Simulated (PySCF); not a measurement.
SMILES COc1ccc(OC)cc1 (C8H10O2) (GFN2-xTB optimised geometry):

```
20

C     -2.723    -2.485    -0.009
O     -1.319    -2.429    -0.002
C     -0.719    -1.201     0.000
C     -1.389     0.018     0.002
C     -0.675     1.200     0.002
C      0.717     1.200     0.000
O      1.317     2.429    -0.001
C      2.721     2.485    -0.011
C      1.387    -0.019     0.000
C      0.673    -1.201     0.000
H     -2.976    -3.544    -0.018
H     -3.142    -2.007    -0.901
H     -3.150    -2.020     0.886
H     -2.467     0.063     0.003
H     -1.188     2.149     0.002
H      3.137     2.011    -0.907
H      2.974     3.544    -0.016
H      3.150     2.015     0.880
H      2.465    -0.064     0.000
H      1.186    -2.149     0.000
```

Level of theory: CAM-B3LYP/def2-SVP in PySCF.

Task: What are the frontier orbital energies and the dipole moment?

Result: HOMO-2 -9.62 eV, HOMO-1 -8.51 eV, HOMO -6.87 eV, LUMO 1.10 eV, LUMO+1 1.92 eV; dipole moment 0.02 D.

Meta-Löwdin charges at CAM-B3LYP/def2-SVP: C1 -0.07, O2 -0.35, C3 0.19, C4 -0.16, C5 -0.12, C6 0.19, O7 -0.35, C8 -0.07, C9 -0.16, C10 -0.12, H11 0.12, H12 0.09, H13 0.09, H14 0.11, H15 0.11, H16 0.09, H17 0.12, H18 0.09, H19 0.11, H20 0.11.
